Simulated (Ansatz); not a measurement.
Z-matrix (Å, degrees):
```
Si
O 1 1.717
C 1 2.125 2 40.1
C 1 1.839 2 79.1 3 0.0
H 1 1.482 2 111.8 3 -118.0
H 1 1.482 2 111.8 3 118.0
H 3 1.089 1 169.9 2 -0.0
Si 4 1.831 1 148.5 2 180.0
H 8 1.488 4 111.1 1 59.8
H 8 1.489 4 109.4 1 -180.0
H 8 1.488 4 111.1 1 -59.8
```

Charge 0, multiplicity 1.

Problem. List the ωB97M-V/def2-TZVPP orbital energies in eV (Ansatz 0.2.0). (Estimate.)

Solution. Computed: Occupied: -1807.94, -1806.86, -526.62, -283.97, -281.03, -148.92, -147.94, -103.09, -103.02, -103.00, -102.05, -102.04, -102.04, -32.38, -23.95, -19.94, -18.27, -16.35, -15.65, -14.88, -14.27, -12.28, -12.13, -12.01, -11.84, -10.85, -9.41. Lowest empty: 1.21, 1.60, 2.26, 2.64, 3.17, 3.21, 3.35, 3.74.
